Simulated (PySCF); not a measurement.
**UHF on As⁺ (arsenic, charge +1)**

Configuration: [Ar] 3d10 4s2 4p1 5s1, high-spin 3P determinant (an excited configuration). Computed with PySCF 2.14 in x2c-TZVPPall with one added diffuse shell each of s, p, d type (7s6p5d1f, 57 functions), with scalar relativity by spin-free X2C-1e.

```
Total energy                                                  : -2258.314031 hartree
One-electron energy                                           : -3128.1815 hartree
Hartree (Coulomb) energy                                      : 952.1640 hartree
Exchange energy                                               : -82.2965 hartree
⟨S²⟩                                                          : 2.0085
⟨L²⟩                                                          : 2.060
Sum of ⟨r⟩                                                    : 23.88 bohr
Sum of ⟨r²⟩                                                   : 48.53 bohr²
Traceless quadrupole moment −½Σ⟨3z² − r²⟩ along its main axis : -0.860 e·bohr²
Langevin diamagnetic susceptibility                           : -38.4 ×10⁻⁶ cm³/mol
```

```
shell  electrons  mean orbital energy (eV)  spread (eV)  rms radius, mean of both spins (bohr)
 1s α          1                  -11960.0            0                                 0.0524
 1s β          1                  -11959.8            0                                 0.0524
 2s α          1                   -1587.6            0                                  0.219
 2s β          1                   -1587.6            0                                  0.219
 2p α          3                   -1389.2        0.066                                  0.196
 2p β          3                   -1389.1        0.199                                  0.196
 3s α          1                   -240.76            0                                  0.639
 3s β          1                   -240.48            0                                  0.639
 3p α          3                   -176.95        0.072                                  0.667
 3p β          3                   -176.66        0.632                                  0.667
 3d α          5                   -71.692        0.364                                  0.746
 3d β          5                   -71.542        0.627                                  0.746
 4s α          1                   -33.108            0                                   1.98
 4s β          1                   -30.065            0                                   1.98
 4p α          1                   -21.784            0                                   2.38
 5s α          1                    -8.420            0                                   5.06
```

The outer electron is Rydberg-like, and this basis confines it to a smaller radius and binds it less than a complete one would.

Densities and radii are taken from the X2C orbitals without a picture-change correction, which distorts them close to the nucleus.

Spin-orbit constants ζ (cm⁻¹) from the X2C one-electron operator on these orbitals: bare nucleus, nucleus screened by l(l+1)(2l+1)/3 electrons, and screened by the Breit-Pauli mean field of the electrons.

```csv
shell,bare,screened nucleus,mean field
2p,202700,190400,184700
3p,28030,26330,25410
3d,3206,2235,2070
4p,1929,1812,1737
```

To first order the Landé constant is A = 868.4 cm⁻¹, so the lowest level has J = 0 and lies 0.215 eV below the centre of the term. This holds in LS coupling only.
